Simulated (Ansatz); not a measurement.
Ansatz (a first-principles code) input file for 2,2,2-trifluoroacetaldehyde (C₂HF₃O), SMILES O=CC(F)(F)F, CAM-B3LYP/def2-SVPD. Coordinates come from a PBE-D3(BJ)/def2-SVP optimisation.

Ansatz 0.2 input:
```yaml
crystal:
  periodic: [false, false, false]
  atoms:
    - {symbol: F, position_ang: [0.43872547, 1.02304063, 1.09442896]}
    - {symbol: C, position_ang: [-0.00736574, 0.36598248, -0.00000000]}
    - {symbol: F, position_ang: [-1.34222668, 0.36794907, 0.00000001]}
    - {symbol: F, position_ang: [0.43872546, 1.02304063, -1.09442896]}
    - {symbol: C, position_ang: [0.57426818, -1.06696866, -0.00000000]}
    - {symbol: O, position_ang: [-0.11526607, -2.05527369, 0.00000000]}
    - {symbol: H, position_ang: [1.70369570, -1.07816630, -0.00000001]}
basis:
  gaussian:
    orbitals: def2-SVPD
hamiltonian:
  xc: {name: CAM-B3LYP}
```

Output:

```
WARN ansatz: RAYON_NUM_THREADS=1 ignored (pool sized by the plan → 1); use --threads N
Functional definition: CAM-B3LYP
integrals: 0.08 GiB planned
1142 factors; their error is unknown
integrals: 0.11 GiB planned
413 factors; integrals over basis functions are off by at most 3.4e-5 eV
mean field: 0.73 GiB planned
mean field evaluation 1: about -12269.4978 eV, gradient 5.9e1 eV
mean field evaluation 2: about -12260.6927 eV, gradient 9.5e1 eV
mean field evaluation 4: about -12275.2840 eV, gradient 4.4e0 eV
mean field evaluation 8: about -12275.3132 eV, gradient 6.7e-2 eV
mean field evaluation 16: about -12275.3188 eV, gradient 4.4e-5 eV
mean field -12275.31884656 eV, -451.1096471011 hartree, gradient 4.4e-5 eV, S^2 0.000000; 0 other end points of the search recorded, 0 dependent functions left out
reference -12275.31897455 eV, -451.1096518046 hartree; 24, 24 occupied and 116, 116 virtual orbitals, 1142 factors
Total energy: -12275.31897455 eV, -451.1096518046 hartree
```

Self-consistency was reached.

Cost: very roughly 4 core-seconds.
